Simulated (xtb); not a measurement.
xtb input (GFN2-xTB):

```bash
xtb mol.xyz --gfn 2 --ohess tight --chrg -1 --uhf 0
```
mol.xyz:
```
11

C     -2.45453834    -0.55698049     0.12896935
C     -1.23024779     0.00931353     0.10484545
C      0.02936487    -0.46256328    -0.20242948
Si     1.56597433     0.39915520    -0.04552230
H     -2.61920579    -1.61294108    -0.11664570
H     -3.31525466     0.04963755     0.33004154
H     -1.21484435     1.09910426     0.34768522
H      0.06164053    -1.52864784    -0.41982066
H      2.61925179     0.13227485    -1.06547792
H      2.46990650     0.19733689     1.19356761
H      1.34648706     1.86682619     0.02897313
```

Output:

```
           -------------------------------------------------
          |                Calculation Setup                |
           -------------------------------------------------

           -------------------------------------------------
          |                 G F N 2 - x T B                 |
           -------------------------------------------------

        Reference                      10.1021/acs.jctc.8b01176
      * Hamiltonian:
        H0-scaling (s, p, d)           1.850000    2.230000    2.230000
        zeta-weighting                 0.500000
      * Dispersion:
        s8                             2.700000
        a1                             0.520000
        a2                             5.000000
        s9                             5.000000
      * Repulsion:
        kExp                           1.500000    1.000000
        rExp                           1.000000
      * Coulomb:
        alpha                          2.000000
        third order                    shell-resolved
        anisotropic                    true
        a3                             3.000000
        a5                             4.000000
        cn-shift                       1.200000
        cn-exp                         4.000000
        max-rad                        5.000000

          ...................................................
          :                      SETUP                      :
          :.................................................:
          :  # basis functions                  29          :
          :  # atomic orbitals                  28          :
          :  # shells                           16          :
          :  # electrons                        24          :
          :  max. iterations                   250          :
          :  Hamiltonian                  GFN2-xTB          :
          :  restarted?                      false          :
          :  GBSA solvation                  false          :
          :  PC potential                    false          :
          :  electronic temp.          300.0000000     K    :
          :  accuracy                    1.0000000          :
          :  -> integral cutoff          0.2500000E+02      :
          :  -> integral neglect         0.1000000E-07      :
          :  -> SCF convergence          0.1000000E-05 Eh   :
          :  -> wf. convergence          0.1000000E-03 e    :
          :  Broyden damping             0.4000000          :
          :  net charge                         -1          :
          :  unpaired electrons                  0          :
          ...................................................

 iter      E             dE          RMSdq      gap      omega  full diag
   1    -11.9327580 -0.119328E+02  0.529E+00    3.46       0.0  T
   2    -12.0160562 -0.832982E-01  0.345E+00    2.83       1.0  T
   3    -12.0215265 -0.547035E-02  0.158E+00    3.44       1.0  T
   4    -12.0256773 -0.415070E-02  0.896E-01    3.16       1.0  T
   5    -12.0268368 -0.115955E-02  0.277E-01    3.21       1.0  T
   6    -12.0271248 -0.288029E-03  0.175E-01    3.22       1.0  T
[...]
     3   6 C        8   1 H                                       1.0901520
     4  14 Si       9   1 H                                       1.4950762
     4  14 Si      10   1 H                                       1.5184198
     4  14 Si      11   1 H                                       1.4939006

 * 4 distinct bonds (by element types)

   Z      Z             #   av. dist./Å        max./Å        min./Å
   1 H    6 C           4     1.0867950     1.0925740     1.0818632
   6 C    6 C           2     1.3796436     1.4027406     1.3565467
   1 H   14 Si          3     1.5024655     1.5184198     1.4939006
   6 C   14 Si          1     1.8069643     1.8069643     1.8069643

           -------------------------------------------------
          |               Frequency Printout                |
           -------------------------------------------------
 projected vibrational frequencies (cm⁻¹)
eigval :       -0.00    -0.00     0.00     0.00     0.00     0.00
eigval :       91.62   135.67   214.76   414.68   491.81   559.92
eigval :      570.92   605.71   652.79   798.94   858.17   904.78
eigval :      917.44   994.17  1016.65  1246.34  1271.46  1328.06
eigval :     1461.24  1629.50  1722.48  1907.40  1949.07  2915.70
eigval :     2930.44  3010.65  3028.84
 reduced masses (amu)
   1: 15.95   2: 10.48   3: 14.65   4: 12.66   5: 13.71   6: 19.76   7:  2.18   8: 10.51
   9:  9.85  10: 11.55  11:  5.51  12:  4.28  13:  6.22  14:  4.30  15:  2.32  16:  2.44
  17:  5.98  18:  3.61  19:  4.77  20:  2.14  21:  6.14  22:  6.17  23:  6.77  24:  4.32
  25:  4.20  26: 10.40  27:  2.03  28:  1.97  29:  1.52  30:  1.75  31:  1.79  32:  1.83
  33:  1.73
 IR intensities (km·mol⁻¹)
   1: 13.46   2:  6.65   3:  5.34   4:  3.79   5:  2.85   6:  9.18   7:  1.10   8:  1.25
   9:  0.82  10:  9.16  11:128.58  12: 10.60  13:101.39  14:  8.04  15: 35.25  16:229.58
  17:158.88  18:248.86  19:523.98  20:  1.57  21: 85.10  22: 15.65  23: 56.91  24:  8.86
  25:176.98  26:569.43  27:787.36  28:788.65  29:546.69  30:163.44  31:138.76  32:251.63
  33:174.27
 Raman intensities (Ä⁴*amu⁻¹)
   1:  0.00   2:  0.00   3:  0.00   4:  0.00   5:  0.00   6:  0.00   7:  0.00   8:  0.00
   9:  0.00  10:  0.00  11:  0.00  12:  0.00  13:  0.00  14:  0.00  15:  0.00  16:  0.00
  17:  0.00  18:  0.00  19:  0.00  20:  0.00  21:  0.00  22:  0.00  23:  0.00  24:  0.00
  25:  0.00  26:  0.00  27:  0.00  28:  0.00  29:  0.00  30:  0.00  31:  0.00  32:  0.00
  33:  0.00
 output can be read by thermo (or use thermo option).
 writing <g98.out> molden fake output.
 recommended (thermochemical) frequency scaling factor: 1.0
           -------------------------------------------------
          |             Thermodynamic Functions             |
           -------------------------------------------------

c1  symmetry found (for desy threshold:  0.10E+00) used in thermo

          ...................................................
          :                      SETUP                      :
          :.................................................:
          :  # frequencies                          27      :
Note: The following floating-point exceptions are signalling: IEEE_UNDERFLOW_FLAG IEEE_DENORMAL
normal termination of xtb
          :  # imaginary freq.                       0      :
          :  linear?                             false      :
          :  only rotor calc.                    false      :
          :  symmetry                               c1      :
          :  rotational number                       1      :
          :  scaling factor                  1.0000000      :
          :  rotor cutoff                   50.0000000 cm⁻¹ :
          :  imag. cutoff                  -20.0000000 cm⁻¹ :
          :.................................................:

    mode    ω/cm⁻¹     T·S(HO)/kcal·mol⁻¹    T·S(FR)/kcal·mol⁻¹   T·S(vib)
   ------------------------------------------------------------------------
       1     91.62    -1.08087 ( 91.85%)    -0.87678 (  8.15%)    -1.06424
       2    135.67    -0.85392 ( 98.19%)    -0.76059 (  1.81%)    -0.85223
       3    214.76    -0.59714 ( 99.71%)    -0.62462 (  0.29%)    -0.59722
   ------------------------------------------------------------------------

   temp. (K)  partition function   enthalpy   heat capacity  entropy
                                   cal/mol     cal/K/mol   cal/K/mol   J/K/mol
 298.15  VIB   15.9                 2195.941     16.053     12.796
         ROT  0.652E+05              888.752      2.981     25.012
         INT  0.103E+07             3084.693     19.034     37.808
         TR   0.581E+27             1481.254      4.968     38.687
         TOT                        4565.9472    24.0024    76.4945   320.0531

       T/K    H(0)-H(T)+PV         H(T)/Eh          T*S/Eh         G(T)/Eh
   ------------------------------------------------------------------------
    298.15    0.727630E-02    0.838892E-01    0.363450E-01    0.475442E-01
   ------------------------------------------------------------------------

         :::::::::::::::::::::::::::::::::::::::::::::::::::::
         ::                  THERMODYNAMIC                  ::
         :::::::::::::::::::::::::::::::::::::::::::::::::::::
         :: total free energy         -11.789046947694 Eh   ::
         ::.................................................::
         :: total energy              -11.836591147084 Eh   ::
         :: zero point energy           0.076612919008 Eh   ::
         :: G(RRHO) w/o ZPVE           -0.029068719618 Eh   ::
         :: G(RRHO) contrib.            0.047544199390 Eh   ::
         :::::::::::::::::::::::::::::::::::::::::::::::::::::

optimized geometry written to: xtbopt.xyz

           -------------------------------------------------
          | TOTAL ENERGY              -11.836591147084 Eh   |
          | TOTAL ENTHALPY            -11.752701928097 Eh   |
          | TOTAL FREE ENERGY         -11.789046947694 Eh   |
          | GRADIENT NORM               0.000066527344 Eh/α |
          | HOMO-LUMO GAP               3.133885290521 eV   |
           -------------------------------------------------

------------------------------------------------------------------------
------------------------------------------------------------------------
 total:
 SCF:
 ANC optimizer:
 analytical hessian:
```

It need not be the lowest isomer of its formula. Whether it binds its extra electron was not tested at this geometry.
